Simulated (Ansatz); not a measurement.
System: sum formula H4Si2OF (charge 0, doublet). It need not be the lowest isomer of its formula. 
Geometry from a B3LYP-D3(BJ)/def2-TZVP (Ansatz, a first-principles code) optimisation:
SMILES: [SiH2]O[SiH2]F
```xyz
8

F     -1.7237     0.7099    -0.8053
Si    -1.1581    -0.4729     0.1127
O      0.3875    -0.1648     0.4999
Si     1.9096     0.3034     0.0794
H     -1.9591    -0.5069     1.3459
H     -1.2467    -1.7161    -0.6740
H      2.8353    -0.1908     1.1323
H      2.2627    -0.2834    -1.2440
```
Charge 0, spin multiplicity 2.

Quantity: atomisation energy (electronic, to ground-state atoms); the coupled-cluster value holds the core correlation from cc-pwCVTZ, in kJ/mol. Cores are frozen in the correlated levels unless marked. Open shells are spin-unrestricted. Spin-orbit coupling is left out. No relativistic terms. Basis-set limits of correlation are two-point, X^-3; Hartree-Fock from the larger set.

Level to compare with: CCSD(T)/CBS(aug-cc-pV(T+d)Z,aug-cc-pV(Q+d)Z) plus the core term (Ansatz), 2793.3 kJ/mol. It is a level with limits of its own, and the differences hold the functionals' basis error too.

Problem. Rank these functionals by how close they come to CCSD(T)/CBS(aug-cc-pV(T+d)Z,aug-cc-pV(Q+d)Z), closest first: revPBE/def2-TZVPD (Ansatz); r2SCAN/def2-TZVPD (Ansatz); PBE0/def2-TZVPD (Ansatz); SVWN5/def2-TZVPD (Ansatz).

Solution. r2SCAN/def2-TZVPD (meta-GGA, 2771.8 kJ/mol, difference -21.5), PBE0/def2-TZVPD (global hybrid, 2703.5 kJ/mol, difference -89.8), revPBE/def2-TZVPD (GGA, 2645.4 kJ/mol, difference -147.9), SVWN5/def2-TZVPD (LDA, 3102.8 kJ/mol, difference 309.5)
